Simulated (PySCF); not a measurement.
C$_{2}$HO$_{2}$ (SMILES O=[C-]C=O), charge -1, singlet, at a GFN2-xTB geometry (in this run its highest filled SCF level lies above zero, so its values depend strongly on the basis, on diffuse functions most of all). Base run: DF-PBE0/def2-SV(P) run with PySCF.

Input for PySCF:
```python
from pyscf import gto, scf, dft

mol = gto.M(
    atom='''
C     0.317138    0.547825   -0.195408
C    -0.035997   -0.708691    0.061981
O     0.812366    1.629497    0.083593
O    -1.139686   -1.345816    0.023272
H     0.931714   -1.304253   -0.054351
''',
    basis='def2-sv(p)',
    charge=-1,
    spin=0,
    verbose=4,
)

mf = dft.RKS(mol)
mf.xc = 'pbe0'
mf = mf.density_fit(auxbasis='def2-universal-jkfit')
mf.kernel()
mf.analyze()
```

The base run was repeated with changes; each row names its change, and settings that it needs were set with it.

```tsv
change	basis functions	E (Eh)	HOMO (eV)	HOMO-LUMO gap (eV)	core-seconds (rough)
base	58	-226.77358	1.52	3.69	5
basis = LANL2DZ	38	-226.92098	1.18	3.68	4
basis = 6-31G*	58	-226.93743	1.73	3.77	5
basis = pcseg-1	61	-226.91415	1.16	3.68	6
basis = def2-SVP	61	-226.77628	1.52	3.69	5
basis = 6-311G**	78	-227.01016	1.37	3.68	6
basis = 6-311++G**	95	-227.03486	0.63	2.98	8
basis = 6-311+G(2d,p)	114	-227.03912	0.67	3.33	9
basis = def2-TZVP	130	-227.05487	0.93	3.72	9
basis = cc-pVTZ	134	-227.04019	1.10	3.73	10
basis = def2-TZVPD	163	-227.06157	0.67	3.24	10
basis = cc-pVQZ	250	-227.06400	0.88	3.68	20
basis = def2-QZVPP	258	-227.07087	0.75	3.63	20
```

Totals compare only among sets that treat the same electrons; sets with core potentials leave the core out.
